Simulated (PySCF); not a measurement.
sulfur trioxide (O3S), singlet, geometry from GFN2-xTB; PySCF with HF/6-31G**.

The PySCF input:
```python
from pyscf import gto, scf

mol = gto.Mole()
mol.atom = '''
    O    -0.691787   -1.236790   -0.046012
    S    -0.000000    0.000000   -0.000000
    O    -0.725140    1.218401   -0.002092
    O     1.416927    0.018388    0.048104
'''
mol.basis = '6-31g**'
mol.charge = 0
mol.spin = 0
mol.verbose = 4
mol.build()

mf = scf.RHF(mol)
mf.kernel()
mf.analyze()
```

What the program printed (banner, timings and long lists left out):

```
PySCF version 2.14.0

[INPUT] verbose = 4
[INPUT] num. atoms = 4
[INPUT] num. electrons = 40
[INPUT] charge = 0
[INPUT] spin (= nelec alpha-beta = 2S) = 0
[INPUT] symmetry False subgroup None
[INPUT] Mole.unit = angstrom
[INPUT] Symbol           X                Y                Z      unit          X                Y                Z       unit  Magmom
[INPUT]  1 O     -0.691787000000  -1.236790000000  -0.046012000000 AA   -1.307287966534  -2.337194373601  -0.086950078443 Bohr   0.0
[INPUT]  2 S      0.000000000000   0.000000000000   0.000000000000 AA    0.000000000000   0.000000000000   0.000000000000 Bohr   0.0
[INPUT]  3 O     -0.725140000000   1.218401000000  -0.002092000000 AA   -1.370316001967   2.302444199896  -0.003953307053 Bohr   0.0
[INPUT]  4 O      1.416927000000   0.018388000000   0.048104000000 AA    2.677603968502   0.034748283979   0.090903385496 Bohr   0.0

nuclear repulsion = 184.689260983703
number of shells = 26
number of NR pGTOs = 132
number of NR cGTOs = 60
basis = 6-31g**
ecp = {}

******** <class 'pyscf.scf.hf.RHF'> ********
method = RHF
initial guess = minao
damping factor = 0
level_shift factor = 0
DIIS = <class 'pyscf.scf.diis.CDIIS'>
diis_start_cycle = 1
diis_space = 8
diis_damp = 0
SCF conv_tol = 1e-09
SCF conv_tol_grad = None
SCF max_cycles = 50
direct_scf = True
direct_scf_tol = 1e-13
Set gradient conv threshold to 3.16228e-05
Initial guess from minao.
init E= -623.405246662805
  HOMO = -0.440663594188728  LUMO = -0.0412751199539807  gap/eV = 10.86791
cycle= 1 E= -621.796444886022  delta_E= 1.61  |g|= 0.948  |ddm|= 2.71
  HOMO = -0.508276798697035  LUMO = -0.00470376311145015  gap/eV = 13.70292
cycle= 2 E= -621.898988203155  delta_E= -0.103  |g|= 0.638  |ddm|= 1.21
  HOMO = -0.540153922434491  LUMO = 0.0475675104338449  gap/eV = 15.99271
cycle= 3 E= -621.976645788731  delta_E= -0.0777  |g|= 0.0535  |ddm|= 0.516
  HOMO = -0.52851678062182  LUMO = 0.0626285672757541  gap/eV = 16.08588
cycle= 4 E= -621.977325556242  delta_E= -0.00068  |g|= 0.0129  |ddm|= 0.0482
  HOMO = -0.532420615231118  LUMO = 0.0605980001057671  gap/eV = 16.13686
cycle= 5 E= -621.977389446297  delta_E= -6.39e-05  |g|= 0.00217  |ddm|= 0.0199
  HOMO = -0.532703086725457  LUMO = 0.0607279482193448  gap/eV = 16.14808
cycle= 6 E= -621.977392059531  delta_E= -2.61e-06  |g|= 0.000419  |ddm|= 0.00356
  HOMO = -0.53280744465946  LUMO = 0.0607709786689656  gap/eV = 16.15209
cycle= 7 E= -621.977392164262  delta_E= -1.05e-07  |g|= 0.000107  |ddm|= 0.000652
  HOMO = -0.532824039393975  LUMO = 0.0607810845594758  gap/eV = 16.15282
cycle= 8 E= -621.977392171179  delta_E= -6.92e-09  |g|= 1.03e-05  |ddm|= 0.000221
  HOMO = -0.53282580835278  LUMO = 0.0607796476582902  gap/eV = 16.15283
cycle= 9 E= -621.977392171238  delta_E= -5.81e-11  |g|= 1.61e-06  |ddm|= 2.18e-05
  HOMO = -0.532825851943758  LUMO = 0.0607798371253918  gap/eV = 16.15283
Extra cycle  E= -621.977392171237  delta_E= 4.55e-13  |g|= 7.08e-07  |ddm|= 1.99e-06
converged SCF energy = -621.977392171237
**** SCF Summaries ****
Total Energy =                        -621.977392171237057
Nuclear Repulsion Energy =             184.689260983703321
One-electron Energy =                -1223.485307927015128
Two-electron Energy =                  416.818654772074751
Two-electron Coulomb Energy =          466.642038741299302
DFT Exchange-Correlation Energy =      -49.823383969224551
HOMO-LUMO gap [eV] =                    16.152833548928719
**** MO energy ****
MO #1   energy= -92.295134563186   occ= 2
MO #2   energy= -20.6594550425785  occ= 2
MO #3   energy= -20.6594547382313  occ= 2
MO #4   energy= -20.6593819705612  occ= 2
MO #5   energy= -9.27207377404359  occ= 2
MO #6   energy= -6.95918174022865  occ= 2
MO #7   energy= -6.95633364331519  occ= 2
MO #8   energy= -6.95633362780328  occ= 2
MO #9   energy= -1.59424219689602  occ= 2
MO #10  energy= -1.44456262610577  occ= 2
MO #11  energy= -1.4445621599192   occ= 2
MO #12  energy= -0.868450381797968 occ= 2
MO #13  energy= -0.755124002258603 occ= 2
MO #14  energy= -0.748727108767833 occ= 2
MO #15  energy= -0.7487270999561   occ= 2
MO #16  energy= -0.616330623505023 occ= 2
MO #17  energy= -0.616330599927011 occ= 2
MO #18  energy= -0.568383565829366 occ= 2
MO #19  energy= -0.568383263002164 occ= 2
MO #20  energy= -0.532825851943758 occ= 2
MO #21  energy= 0.0607798371253918 occ= 0
MO #22  energy= 0.0809134311425206 occ= 0
MO #23  energy= 0.32820496002509   occ= 0
MO #24  energy= 0.328205006674437  occ= 0
MO #25  energy= 0.402756543803355  occ= 0
MO #26  energy= 0.430090771924875  occ= 0
MO #27  energy= 0.56297734203048   occ= 0
MO #28  energy= 0.562977624454615  occ= 0
 ** Mulliken pop on meta-lowdin orthogonal AOs  **
 ** Mulliken pop  **
 ** Mulliken atomic charges  **
charge of    0O =     -0.74045
charge of    1S =      2.22135
charge of    2O =     -0.74045
charge of    3O =     -0.74045
Dipole moment(X, Y, Z, Debye):  0.00000,  0.00000,  0.00000
```
